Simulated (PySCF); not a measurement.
Give a PBE0-D3(BJ)/def2-SVP geometry of Mo(CH)(NH2)3, `[CH]#[Mo]([NH2])([NH2])[NH2]`. (Singlet state.)

```xyz
12
CH7MoN3 angstrom
Mo     0.0092   -0.0050    0.0368
C      0.0046    0.0132    1.7468
H      0.0020    0.0252    2.8412
N      1.9058   -0.0496   -0.3923
H      2.2344   -0.0734   -1.3563
H      2.6963   -0.0627    0.2419
N     -0.9055    1.6503   -0.4179
H     -1.2887    2.3501    0.2072
H     -1.0592    1.9280   -1.3859
N     -0.9702   -1.6316   -0.3826
H     -1.1374   -1.9218   -1.3447
H     -1.3758   -2.3054    0.2568
```

Any rigid rotation of these coordinates is as good. Atoms count from 1 in this order. N4 (nitrogen bonded to Mo and 2 H) is planar (angles 128.5°, 121.6° and 109.9°, sum 360.0°, 0.00 Å off the plane of its three neighbours). All 3 Mo–N bonds measure 1.945 Å. Mo1 (molybdenum bonded to C and 3 N) is distorted tetrahedral (angles from 102.9° to 115.2°).

Bonds between heavy atoms (Å): Mo1–C2 1.710, Mo1–N4 1.945, Mo1–N7 1.945, Mo1–N10 1.945.

Method used: PBE0-D3(BJ)/def2-SVP geometry optimisation, gas phase, def2 core potentials past Kr (PySCF 2.14.0).

Point group: C3v (tolerance 0.08 Å). No frequency check. Torsions: C2–Mo1–N4–H 180° and 0°, C2–Mo1–N7–H 0° and 180°, C2–Mo1–N10–H 180° and 0°.

Time: 48 s wall; peak memory 0.49 GiB. Hardware: one thread of an Arm Neoverse V2, shared host with 96 logical CPUs at a one-minute load of 18. This is the geometry optimisation.
